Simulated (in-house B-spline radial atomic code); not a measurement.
Values are calculated unless marked as measured or tabulated.
Making a Troullier-Martins d channel for Ga, r_c = 1.2 bohr

Ga, [Ar] 3d10 4s2 4p1, non-relativistic PBE, spherical and spin-unpolarised, from an all-electron radial atomic-structure program (B-spline basis) (atomic units). The all-electron 3d level is ε = -0.726692 hartree and its outer maximum at 0.53 bohr.

Inside r_c the pseudo-orbital is u(r) = r^3 exp(p(r)), with p = c0 + c2 r² + c4 r⁴ + … + c12 r¹². The seven coefficients follow from p and its first four derivatives at r_c, from zero curvature of the screened potential at the origin, c4 = −c2²/(2l + 5), and from the norm inside r_c. At r_c the all-electron orbital has P = 0.6195952, P' = -0.7290738, the screened potential V = -2.25052, V' = 4.365606, V'' = -12.3417, and the norm inside is Q = 0.8416627.

**Question.** What are p, p' and p'' at r_c?

**Answer.** p = ln(P/r_c^3) = ln(0.6195952/1.728) = -1.02565. p' = P'/P − 3/r_c = -1.17669 − 2.50000 = -3.67669. The radial equation gives p'' = 2(V − ε) − 2(3) p'/r_c − p'² = -3.04766 − (-18.38347) − 13.51808 = 1.81774. Differentiating, p''' = 2V' + 2(3)p'/r_c² − 2(3)p''/r_c − 2p'p'' = -2.3105, and p'''' = 2V'' − 4(3)p'/r_c³ + 4(3)p''/r_c² − 2(3)p'''/r_c − 2p''² − 2p'p''' = 3.9512.

For a trial c2 the five matching conditions are linear in c0, c6, c8, c10 and c12, and c2 is varied until the norm inside r_c equals Q. The root nearest zero gives:

```json
{"n": "0", "c_n": "3.406255"}
{"n": "2", "c_n": "-4.516684"}
{"n": "4", "c_n": "-2.266715"}
{"n": "6", "c_n": "7.133531"}
{"n": "8", "c_n": "-5.867657"}
{"n": "10", "c_n": "2.179295"}
{"n": "12", "c_n": "-0.3131408"}
```

**Question.** Check c4 and p(r_c), and find the screened pseudopotential at the origin.

**Answer.** −c2²/9 = -2.26672, as listed. The terms c_n r_c^n are 3.40625, -6.50403, -4.70026, 21.30061, -25.22985, 13.49362, -2.79199, which sum to -1.02565. Inverting the radial equation, V_l(r) = ε + 3 p'/r + (p'' + p'²)/2, so V_l(0) = ε + (2l + 3) c2 = -0.726692 + 7 × (-4.51668) = -32.3435 hartree, finite where the all-electron potential diverges.

Orbitals and screened potentials:

```json
{"r (bohr)": "0.12", "P": "0.2088", "u": "0.0488", "V all-electron": "-170.0", "V pseudo": "-32.28"}
{"r (bohr)": "0.3", "P": "0.8337", "u": "0.5349", "V all-electron": "-42.46", "V pseudo": "-30.23"}
{"r (bohr)": "0.48", "P": "1.09", "u": "1.122", "V all-electron": "-17.85", "V pseudo": "-22.44"}
{"r (bohr)": "0.66", "P": "1.057", "u": "1.188", "V all-electron": "-9.017", "V pseudo": "-11.29"}
{"r (bohr)": "0.84", "P": "0.9174", "u": "0.9625", "V all-electron": "-5.18", "V pseudo": "-4.045"}
{"r (bohr)": "1.02", "P": "0.7614", "u": "0.7641", "V all-electron": "-3.29", "V pseudo": "-2.503"}
{"r (bohr)": "1.2", "P": "0.6196", "u": "0.6196", "V all-electron": "-2.251", "V pseudo": "-2.251"}
```

Logarithmic derivatives P'/P at R = 1.5 bohr, for energies E around ε:

```csv
E − ε (hartree),all-electron,pseudo
-0.5,0.852845,0.872193
-0.25,0.223674,0.23457
-0.1,-0.452762,-0.449398
0,-1.21968,-1.21969
0.1,-2.63419,-2.62135
0.25,-11.7432,-11.0061
0.5,7.22947,7.88251
```

**Question.** With P(R) = 0.431858 and a norm of 0.9238638 inside R, what slope in energy does norm conservation fix?

**Answer.** d(P'/P)/dE = −2 × (norm inside R)/P(R)² = -9.9073 per hartree·bohr at E = ε, for both atoms, since orbital and norm agree at R. Differences over ±0.1 hartree give -10.9071 (all-electron) and -10.8598 (pseudo), which also hold third-order terms. Half a hartree below ε the two curves differ by +0.0193.
